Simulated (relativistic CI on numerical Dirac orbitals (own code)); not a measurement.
## Os2+: 4d photoemission

Computed with this model: Dirac-Coulomb-Breit CI, KLI orbitals optimised for each configuration, QED by a radiative potential, valence Slater integrals scaled by 0.9, multiplet model of photoemission in the sudden approximation; configurations [Xe] 4f14 5d6 → [Kr] 4d9 4f14 5s2 5p6 5d6; 80 K; Lorentzian 2.45 eV and Gaussian 0.6 eV FWHM. Energies are those of the free ion, without screening or charge transfer. The energies are binding energies and can lie tens of eV above those of solids. S is read from ⟨S²⟩ = S(S + 1).

Field parameters in Wybourne normalisation: D3d B²₀ = −7Dσ, B⁴₀ = −14Dq − 21Dτ, B⁴₃ = −14√(10/7) Dq. The field is a parameter set, without covalency.

Computed curve for D3d, 10Dq = 17100, Dσ = 440, Dτ = -470 cm⁻¹, scaled to 100 at the maximum (points under 2 are left out and the grid is thinned):

Energy (eV), Intensity and a bar:
```
    299.4        2.1 
    300.2        2.4 
    301.0        2.9 
    302.0        3.7 #
    302.8        4.7 #
    303.6        6.1 #
    304.4        8.2 ##
    305.4       13.0 ###
    306.2       20.5 ######
    307.0       35.7 ##########
    307.8       65.8 ####################
    308.8      100.0 ##############################
    309.6       76.5 #######################
    310.4       47.0 ##############
    311.2       30.9 #########
    312.0       22.5 ######
    313.0       15.7 ####
    313.8       11.5 ###
    314.6        8.6 ##
    315.4        6.9 #
    316.4        5.7 #
    317.2        5.3 #
    318.0        5.3 #
    318.8        5.9 #
    319.8        7.4 ##
    320.6        9.9 ##
    321.4       14.7 ####
    322.2       24.6 #######
    323.0       44.7 #############
    324.0       68.2 ####################
    324.8       53.5 ################
    325.6       32.1 #########
    326.4       19.7 #####
    327.4       11.7 ###
    328.2        8.0 ##
    329.0        5.8 #
    329.8        4.3 #
    330.8        3.1 
    331.6        2.5 
    332.4        2.0
```

The ground state has S = 0.59, and the centroid lies at 315.09 eV.
